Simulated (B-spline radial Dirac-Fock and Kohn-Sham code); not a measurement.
# Form factor and incoherent scattering function of Pr⁴⁵⁺

System: Pr⁴⁵⁺, [Ne] 3s2 3p2.

Level of theory: Dirac-Fock densities; a radial finite-basis atomic code. f₀ is the Fourier transform of the spherical electron density, S the Waller-Hartree incoherent function, and s = sin θ/λ. The electron scattering factor follows from the Mott-Bethe formula f_e = 0.023934 Å⁻¹·(Z − f₀)/s².

| s (Å⁻¹) | f₀ | S | f_e (Å) |
| --- | --- | --- | --- |
| 0 | 14.000 | 0.000 | – |
| 0.04 | 13.996 | 0.006 | 673.206 |
| 0.05 | 13.994 | 0.009 | 430.874 |
| 0.06 | 13.991 | 0.012 | 299.237 |
| 0.07 | 13.987 | 0.017 | 219.864 |
| 0.09 | 13.979 | 0.028 | 133.029 |
| 0.12 | 13.963 | 0.050 | 74.856 |
| 0.15 | 13.942 | 0.077 | 47.930 |
| 0.19 | 13.907 | 0.124 | 29.896 |
| 0.25 | 13.840 | 0.213 | 17.294 |
| 0.31 | 13.755 | 0.323 | 11.268 |
| 0.4 | 13.597 | 0.528 | 6.792 |
| 0.51 | 13.356 | 0.834 | 4.200 |
| 0.65 | 12.983 | 1.292 | 2.607 |
| 0.82 | 12.448 | 1.917 | 1.657 |
| 1.05 | 11.629 | 2.808 | 1.028 |
| 1.34 | 10.533 | 3.884 | 0.646 |
| 1.71 | 9.193 | 5.055 | 0.408 |
| 2.17 | 7.793 | 6.199 | 0.260 |
| 2.77 | 6.448 | 7.387 | 0.164 |
| 3.53 | 5.226 | 8.656 | 0.103 |
| 4.49 | 3.980 | 9.963 | 0.065 |
| 5.73 | 2.727 | 11.162 | 0.041 |

f₀ starts at the number of electrons, 14, and has fallen to half at s ≈ 2.52 Å⁻¹. The sum of ⟨r²⟩ over the electrons is 0.3518 bohr². For an ion f_e diverges as s goes to zero, because of the net charge.

Values without a named source are computed, but for edge energies of neutral atoms, which are taken from tables.
